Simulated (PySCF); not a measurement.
**Electron correlation in Pt⁺ (platinum, charge +1)**

[Xe] 4f14 5d9, 2D determinant. Calculation: PySCF 2.14, in aug-cc-pwCVDZ-PP with ECP60MDF (6s6p5d3f, 70 functions); a scalar-relativistic core potential. Frozen: 5s2 5p6; 9 electrons correlated.

```tsv
level	correlation energy (mhartree)
CCSD	-235.84
(T)	-7.19
CCSD(T)	-243.03
```

Diagnostics: T1 = 0.018, D1 = 0.0608, largest double amplitude 0.053.

Spin-orbit coupling, absent here, splits the open shell strongly.

Cost of the coupled-cluster step: of the order of 11 core-seconds, for 9 correlated electrons.

Iterations:

```
CC2 = 0
CCSD nocc = (np.int64(5), np.int64(4)), nmo = (66, 66)
frozen orbitals [[0, 1, 2, 3], [0, 1, 2, 3]]
max_cycle = 100
direct = 0
conv_tol = 1e-08
conv_tol_normt = 1e-06
diis_space = 8
diis_start_cycle = 0
Init t2, MP2 energy = -0.242763564960821
Init E_corr(UCCSD) = -0.242763564963999
cycle = 1  E_corr(UCCSD) = -0.232121930906474  dE = 0.0106416341  norm(t1,t2) = 0.0323896
cycle = 2  E_corr(UCCSD) = -0.234357895639225  dE = -0.00223596473  norm(t1,t2) = 0.01566
cycle = 3  E_corr(UCCSD) = -0.23496743779878  dE = -0.00060954216  norm(t1,t2) = 0.0113206
cycle = 4  E_corr(UCCSD) = -0.235551560982638  dE = -0.000584123184  norm(t1,t2) = 0.00760625
cycle = 5  E_corr(UCCSD) = -0.23568309515044  dE = -0.000131534168  norm(t1,t2) = 0.00499871
cycle = 6  E_corr(UCCSD) = -0.235723328260938  dE = -4.02331105e-05  norm(t1,t2) = 0.00300654
cycle = 7  E_corr(UCCSD) = -0.235837734757357  dE = -0.000114406496  norm(t1,t2) = 0.00205404
cycle = 8  E_corr(UCCSD) = -0.235838598123907  dE = -8.63366549e-07  norm(t1,t2) = 0.0013482
cycle = 9  E_corr(UCCSD) = -0.235829681903849  dE = 8.91622006e-06  norm(t1,t2) = 0.000504369
cycle = 10  E_corr(UCCSD) = -0.235842196630373  dE = -1.25147265e-05  norm(t1,t2) = 0.000242257
cycle = 11  E_corr(UCCSD) = -0.235838873935358  dE = 3.32269501e-06  norm(t1,t2) = 0.000144987
cycle = 12  E_corr(UCCSD) = -0.235838566561679  dE = 3.07373679e-07  norm(t1,t2) = 8.89731e-05
cycle = 13  E_corr(UCCSD) = -0.235838665414695  dE = -9.88530154e-08  norm(t1,t2) = 3.30084e-05
cycle = 14  E_corr(UCCSD) = -0.23583838090905  dE = 2.84505645e-07  norm(t1,t2) = 1.55773e-05
cycle = 15  E_corr(UCCSD) = -0.235838325950158  dE = 5.49588917e-08  norm(t1,t2) = 7.9051e-06
cycle = 16  E_corr(UCCSD) = -0.23583819686272  dE = 1.29087437e-07  norm(t1,t2) = 4.81601e-06
cycle = 17  E_corr(UCCSD) = -0.235838045087553  dE = 1.51775167e-07  norm(t1,t2) = 3.16112e-06
cycle = 18  E_corr(UCCSD) = -0.235838001916175  dE = 4.3171378e-08  norm(t1,t2) = 1.67692e-06
cycle = 19  E_corr(UCCSD) = -0.235838005696988  dE = -3.78081311e-09  norm(t1,t2) = 8.04232e-07
UCCSD converged
E(UCCSD) = -118.4709196097924  E_corr = -0.2358380056969882
UCCSD(T) correction = -0.00719042688600764
```
